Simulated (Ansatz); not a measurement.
`C[N](C)[InH2]` + `[SiH3]`• → `C[N](C)[InH]`• + SiH₄  (hydrogen abstraction from the In–H bond)

Isolated molecules relaxed with PBE0-D4/def2-TZVP in Ansatz; ΔE leaves out vibrations. CBS: MP2 limit from def2 TZ/QZ plus the TZ coupled-cluster correction, frozen cores. This one scheme is used for every species. Functionals use def2-TZVPP. No spin–orbit coupling; open shells (•) take unrestricted orbitals. Elements past krypton have def2 core potentials. For In outer-core shells are correlated without core-valence functions, which leaves a few kJ/mol of doubt a bond.

(1) Is it downhill or uphill in electronic energy at CCSD(T)/CBS, and by how much? (Best estimate.)

(2) What do these levels give: r2SCAN-D4, ωB97X-V, r2SCAN, PBE0, CCSD/def2-TZVPP, HF/def2-QZVPP? (Best estimate.)

Largest T1 diagnostic among the species: 0.019.

## Answers

(1) Ansatz gave: Downhill: ΔE = -82.6 kJ/mol.

(2) Ansatz gave: r2SCAN-D4 -81.8, ωB97X-V -81.1, r2SCAN -81.9, PBE0 -81.5, CCSD/def2-TZVPP -81.7, HF/def2-QZVPP -85.2 kJ/mol.

In def2-TZVPP, CCSD(T) changes the Hartree–Fock value by +3.6 kJ/mol (the triples alone add +0.1 kJ/mol) and MP2 by +3.0 kJ/mol.
